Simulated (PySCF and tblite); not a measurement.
Results of a calculation; reference values are marked as such.
Barrier and rate of a rearrangement

System: C7H14NO (charge +1), numbered as in [CH3:1][O:2][C@@H:3]1[NH2+:4][CH2:5][C@H:6]1[CH:7]1[CH2:8][CH2:9]1.

Motion: shift of H on N4 from N4 to O2. The path came from a restrained scan, a climbing-image band and a saddle search at GFN2-xTB; energies are PBE0/pcSseg-1 + D3(BJ)//GFN2-xTB, thermal terms GFN2-xTB. Rates follow Eyring's equation with the number of equivalent paths and no tunnelling. Programs: tblite and PySCF.

| point | symmetry | E(GFN2) kcal/mol | E(DFT) kcal/mol | ZPE change kcal/mol | lowest mode cm⁻¹ |
| --- | --- | --- | --- | --- | --- |
| start | C1 | 0.0 | 0.0 | 0.00 | 46 |
| saddle | C1 | 31.2 | 36.6 | -3.48 | 1373i |
| end | C1 | 18.7 | 19.1 | -1.73 | 44 |

| Quantity | Value |
| --- | --- |
| Electronic barrier | 36.6 kcal/mol |
| Barrier with zero-point energy | 33.1 kcal/mol |
| ΔH‡ (298 K) | 32.9 kcal/mol |
| ΔS‡ (298 K, symmetry apart) | -1.6 cal/(mol K) |
| Paths | 1 equivalent path |
| End point | a different minimum |
| Cost | 2.9 min on 1 thread of Arm Neoverse V1, shared host (rough), peak memory 1 GiB, launched as `OMP_NUM_THREADS=1 python ens_run.py task.json out` |

```json
{"T/K": "350", "ΔG‡ kcal/mol": "33.4", "k s⁻¹": "9.8×10⁻⁹", "ΔG kcal/mol": "16.5", "k back s⁻¹": "198"}
{"T/K": "400", "ΔG‡ kcal/mol": "33.5", "k s⁻¹": "4.2×10⁻⁶", "ΔG kcal/mol": "16.3", "k back s⁻¹": "3380"}
{"T/K": "500", "ΔG‡ kcal/mol": "33.6", "k s⁻¹": "0.021", "ΔG kcal/mol": "15.8", "k back s⁻¹": "1.8×10⁵"}
```

ΔG and ΔG‡ leave out symmetry numbers and mirror images; rates count paths: 1 out, 1 back.

Tunnelling of the moving H, left out here, will speed the real process. In real samples such hydrogens mostly exchange between molecules or through solvent, far faster than by this path. DFT energies on a tight-binding saddle of a bond shift can be off by several kcal/mol. The ion is treated without a counter-ion.
